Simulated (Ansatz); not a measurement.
A nudged elastic band was laid between two geometries of B$_{2}$GeH$_{6}$ (9 atoms, charge 0, multiplicity 1).

All numbers below come from RKS PBE0-D4/def2-SVP (Ansatz).

```json
{
  "movable images": "5",
  "climbing image": "yes",
  "spring": "5.0 eV/Å²",
  "optimiser": "quadratic models (default)",
  "start path": "IDPP",
  "force threshold": "0.03 eV/Å",
  "iteration limit": "60",
  "end points": "relaxed"
}
```

Initial state:

```xyz
9
Properties=species:S:1:pos:R:3
B -0.795 0.777 -1.343
B 0.252 0.887 -0.107
Ge 0.474 -0.880 0.967
H -0.445 0.388 -2.438
H -1.984 0.961 -1.190
H 0.913 1.820 0.282
H 1.948 -1.330 0.896
H -0.401 -2.046 0.468
H 0.126 -0.624 2.448
```

Final state:

```xyz
9
Properties=species:S:1:pos:R:3
B -0.811 0.788 -1.333
B 0.258 0.878 -0.114
Ge 0.484 -0.888 0.961
H -1.994 0.990 -1.157
H -0.488 0.404 -2.437
H 0.938 1.803 0.262
H 1.960 -1.334 0.897
H -0.387 -2.058 0.463
H 0.129 -0.629 2.440
```

Which bonds break or form, and what moves?

No bond is made or broken. The dihedral H5–B1–B2–Ge3 goes from 87 to -87°. The two ends are copies of one structure, up to a mirror image or an exchange of like atoms.

What energy profile does the band end with?

It converged. The highest image is number 3 of 0 to 6, 75.3 kJ/mol above the ends, which have the same energy within 2 meV. A vibrational analysis at the climbing image gives 2 clearly imaginary modes (540i, 62i cm⁻¹): a point of higher order, so a lower path passes nearby.

```tsv
image	path coordinate (Å)	energy (kJ/mol)	dihedral H5–B1–B2–Ge3 (°)
0	0.00	0.0	87
1	0.79	8.5	68
2	1.58	45.5	34
3	2.37	75.3	0
4	3.15	46.1	-33
5	3.93	9.0	-67
6	4.71	0.0	-87
```

What is the geometry of the highest image?


```xyz
9
Properties=species:S:1:pos:R:3:forces:R:3
B -0.655 0.690 -1.646 0.01 -0.01 0.01
B 0.398 0.637 -0.245 -0.01 0.00 -0.01
Ge 0.287 -0.782 1.246 0.00 0.00 0.00
H -0.546 1.546 -2.495 0.00 0.00 0.00
H -1.531 -0.129 -1.815 0.00 0.00 0.00
H 1.266 1.470 -0.098 0.00 0.00 0.00
H 1.628 -1.545 1.352 0.00 0.00 0.00
H -0.831 -1.829 1.064 0.00 0.00 0.00
H 0.073 -0.104 2.620 0.00 0.00 0.00
```

The band took 6 iterations and roughly 2.1 core-minutes.

Run time: 2.1 min on 1 thread of Arm Neoverse V1 (shared host), peak memory 0.27 GiB.
